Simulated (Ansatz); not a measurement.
Geometry optimisation, Ansatz 0.2.0, DFT PBEsol, scalar-relativistic, plane waves, PAW.

The input (input.yaml):

```yaml
crystal:
  lattice:
    - [8.1, 0.0, 0.0]
    - [0.0, 8.1, 0.0]
    - [0.0, 0.0, 8.1]
  atoms:
    - { symbol: Al, position: [0.5, 0.0, 0.0] }
    - { symbol: Al, position: [0.75, 0.25, 0.0] }
    - { symbol: Al, position: [0.75, 0.0, 0.25] }
    - { symbol: Al, position: [0.0, 0.0, 0.0] }
    - { symbol: Al, position: [0.25, 0.25, 0.0] }
    - { symbol: Al, position: [0.5, 0.5, 0.0] }
    - { symbol: Al, position: [0.75, 0.75, 0.0] }
    - { symbol: Al, position: [0.25, 0.0, 0.25] }
    - { symbol: Al, position: [0.5, 0.25, 0.25] }
    - { symbol: Al, position: [0.75, 0.5, 0.25] }
    - { symbol: Al, position: [0.5, 0.0, 0.5] }
    - { symbol: Al, position: [0.75, 0.25, 0.5] }
    - { symbol: Al, position: [0.75, 0.0, 0.75] }
    - { symbol: Al, position: [0.0, 0.5, 0.0] }
    - { symbol: Al, position: [0.25, 0.75, 0.0] }
    - { symbol: Al, position: [0.0, 0.25, 0.25] }
    - { symbol: Al, position: [0.25, 0.5, 0.25] }
    - { symbol: Al, position: [0.5, 0.75, 0.25] }
    - { symbol: Al, position: [0.0, 0.0, 0.5] }
    - { symbol: Al, position: [0.25, 0.25, 0.5] }
    - { symbol: Al, position: [0.5, 0.5, 0.5] }
    - { symbol: Al, position: [0.75, 0.75, 0.5] }
    - { symbol: Al, position: [0.25, 0.0, 0.75] }
    - { symbol: Al, position: [0.5, 0.25, 0.75] }
    - { symbol: Al, position: [0.75, 0.5, 0.75] }
    - { symbol: Al, position: [0.0, 0.75, 0.25] }
    - { symbol: Al, position: [0.0, 0.5, 0.5] }
    - { symbol: Al, position: [0.25, 0.75, 0.5] }
    - { symbol: Al, position: [0.0, 0.25, 0.75] }
    - { symbol: Al, position: [0.25, 0.5, 0.75] }
    - { symbol: Al, position: [0.5, 0.75, 0.75] }
    - { symbol: Al, position: [0.0, 0.75, 0.75] }
    - { symbol: O, position: [0.1243906, 0.6235067, 0.8726011] }
basis:
  ecutwfc: 420.0
kpoints:
  mp_grid: { grid: [2, 2, 2] }
hamiltonian:
  xc: pbesol
  pseudopotentials: { kind: paw, azcp: { folder: soft_1 } }
scf:
  occupations: { method: fermi_dirac, width: 0.15 }
  lower_state_search: "off"
relax:
  f_tol: 0.03
  max_steps: 60
  adjacent_minimum: "off"
```

Run as:

```bash
$ ansatz run input.yaml --threads 2 --pin off --max-ram 5120MiB --backend cpu --events-out ev --progress --plain --runs-dir out
```

Question: Where does it end, and by what steps?

Answer: The run converged. The force dipped under the threshold on the way, but the program's further checks kept it going. Limits of this set-up: coarse k mesh, PAW files made for another functional, a small cell, in which the defect meets its images. After 4 steps the energy has fallen by 0.907 eV; Al30 moved furthest, 0.15 Å.

```tsv
step	energy less start (eV)	largest force component (eV/Å)	accepted
0	0.0000	1.900	yes
1	-0.5928	1.113	yes
2	-0.8995	0.157	yes
3	-0.9071	0.004	yes
4	-0.9071	0.004	yes
```

```xyz
33
Lattice="8.1000 0.0000 0.0000 0.0000 8.1000 0.0000 0.0000 0.0000 8.1000" Properties=species:S:1:pos:R:3
Al 4.086 0.036 -0.001
Al 6.039 1.988 -0.001
Al 6.067 0.007 2.032
Al -0.011 0.027 0.010
Al 2.036 1.997 0.010
Al 4.077 4.039 0.010
Al 6.048 6.085 0.010
Al 2.024 0.036 2.061
Al 4.058 2.017 2.032
Al 6.038 4.050 2.061
Al 4.058 0.007 4.042
Al 6.067 2.017 4.042
Al 6.038 0.036 6.075
Al -0.086 3.964 0.085
Al 2.110 6.160 0.085
Al 0.001 1.988 2.061
Al 2.036 4.039 2.052
Al 4.086 6.074 2.061
Al 0.001 0.036 4.013
Al 2.024 1.988 4.013
Al 4.086 4.051 4.013
Al 6.039 6.074 4.013
Al 2.036 0.027 6.064
Al 4.086 1.988 6.075
Al 6.048 4.039 6.064
Al -0.011 6.085 2.052
Al -0.011 4.039 4.022
Al 2.036 6.085 4.022
Al -0.011 1.997 6.064
Al 2.111 3.964 5.989
Al 4.077 6.085 6.064
Al -0.086 6.161 5.989
O 1.012 5.062 7.086
```

The run took 32 s on 2 threads of Arm Neoverse V2, on a shared host, peak memory 1 GiB.
